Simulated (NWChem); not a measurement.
System: GaN₂H₄F; SMILES [NH2][Ga]([NH2])[F]

Results from NWChem. The geometry was optimised at PBE0/def2-SVP. One conformer.

Diagonal of the polarisability tensor at B3LYP/def2-SVPD, static: 51.90, 37.06, 42.89 bohr³.

### Question
Find the mean polarisability volume, the molar refraction, and the refractive index that an ideal gas of it would have at 273.15 K and 1 atm.

### Answer

1. Mean: one third of the trace = 43.95 bohr³ × 0.14818 Å³/bohr³ = 6.51 Å³.
2. Molar refraction (Lorentz-Lorenz): (4π/3) N_A α = 16.4 cm³/mol.
3. Number density p/kT = 2.687 × 10⁻⁵ Å⁻³; n − 1 = 2π N α = 10.99 × 10⁻⁴.
4. These hold the electronic response alone: vibrational and orientational terms add to the static dielectric constant.
